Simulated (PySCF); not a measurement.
# Orbital picture of PbCl

LC-ωPBE at R = 2.454 Å; basis Pb x2c-TZVPPall, Cl x2c-TZVPPall; spin-free X2C with a Gaussian nucleus; PySCF 2.14. State: doublet, unpaired electrons π ↑, a mixture of terms (⟨Lz²⟩ = 1.8). Only the outer orbitals are listed, counted within each symmetry.

| spin | orbital | occ. | ε (eV) | on Pb (%) | main shells (%) |
| --- | --- | --- | --- | --- | --- |
| α | 17σ | 1 | -24.71 | 19 | 81 Cl s, 13 Pb d |
| α | 18σ | 1 | -17.23 | 83 | 82 Pb s, 13 Cl p |
| α | 10π | 1 | -11.45 | 9 | 91 Cl p |
| α | 10π | 1 | -11.29 | 6 | 94 Cl p |
| α | 19σ | 1 | -11.25 | 31 | 69 Cl p, 18 Pb p, 11 Pb s |
| α | 11π | 1 | -7.25 | 93 | 92 Pb p |
| α | 11π | 0 | -1.01 | 96 | 96 Pb p |
| α | 20σ | 0 | 1.20 | 91 | 83 Pb p, 10 Cl p |
| α | 5δ | 0 | 6.67 | 98 | 82 Pb d, 15 Pb s |
| β | 17σ | 1 | -24.63 | 20 | 80 Cl s, 14 Pb d |
| β | 18σ | 1 | -16.31 | 79 | 78 Pb s, 17 Cl p |
| β | 10π | 1 | -11.29 | 6 | 94 Cl p |
| β | 10π | 1 | -11.15 | 5 | 95 Cl p |
| β | 19σ | 1 | -11.07 | 34 | 66 Cl p, 17 Pb p, 16 Pb s |
| β | 11π | 0 | -0.70 | 97 | 96 Pb p |
| β | 11π | 0 | 0.06 | 97 | 97 Pb p |
| β | 20σ | 0 | 1.47 | 92 | 84 Pb p, 9 Cl p |

Problem. Which are the highest filled and the lowest empty level, where do they sit, and how wide is the gap?

Solution. Highest filled α 11π at -7.25 eV (in %: 92 Pb p); lowest empty α 11π at -1.01 eV (in %: 96 Pb p); the gap at LC-ωPBE is 6.24 eV. Both belong to one degenerate shell, split only by its one-sided filling, so this is no excitation gap.

The bond order (Mayer) is 0.96. The ⟨S²⟩ is 0.755 and the charge on Pb (Mulliken, basis-dependent) is 0.42. The charge on Pb (Löwdin, basis-dependent) is 0.17. The dipole moment (positive dipole means Pb(−)Cl(+)) is -3.79 D.

Spin–orbit coupling is left out, which matters for elements this heavy, above all for dissociation energies. The state is the lowest determinant that a PBE0 search found; another state may lie lower at other levels.
